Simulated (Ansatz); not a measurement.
`F[CH](Cl)[GaH][Cl]` + `OCF` → `FCOC(F)Cl` + `[Cl][GaH2]`  (substitution at a C–Ga bond)

Program: Ansatz. Geometries: PBE0-D4/def2-TZVP. ΔE: electronic, gas phase. CCSD(T)/CBS is the MP2 limit (def2-TZVPP, def2-QZVPP) plus CCSD(T) − MP2 in def2-TZVPP, frozen cores. Functionals use def2-TZVPP. HSE06 is defined as in plane-wave codes. For Ga outer-core shells are correlated without core-valence functions, which leaves a few kJ/mol of doubt a bond. Scalar relativity is left out up to krypton. Each species was taken in one conformer, which may not be the lowest.

```tsv
level	ΔE (kcal/mol)
r2SCAN0-D4	3.3
HSE06	4.0
HF/def2-SVP	-2.2
SCS-MP2/def2-QZVPP	4.9
```

(1) What does CCSD(T)/CBS give? (Estimate.)

Largest T1 diagnostic among the species: 0.012.

Answers

(1) The calculation gave: +5.5 kcal/mol. The listed levels differ from it by -2.2, -1.5, -7.7, -0.6 kcal/mol.

The D4 term adds +0.8 kcal/mol with B3LYP and +0.4 kcal/mol with PBE0; it sums over pairs of atoms, weighted by their polarisabilities, and B3LYP, whose exchange is more repulsive, gets the larger term. From PBE to PBE0 (25 % exact exchange), in def2-TZVPP and without D4, ΔE moves by −1.2 kcal/mol.

CCSD(T)/CBS has its own doubt, a few kJ/mol and more with outer-core shells, so smaller differences from it don't rank the levels.

B3LYP here is the variant with VWN-RPA as its local correlation; programs differ in this.
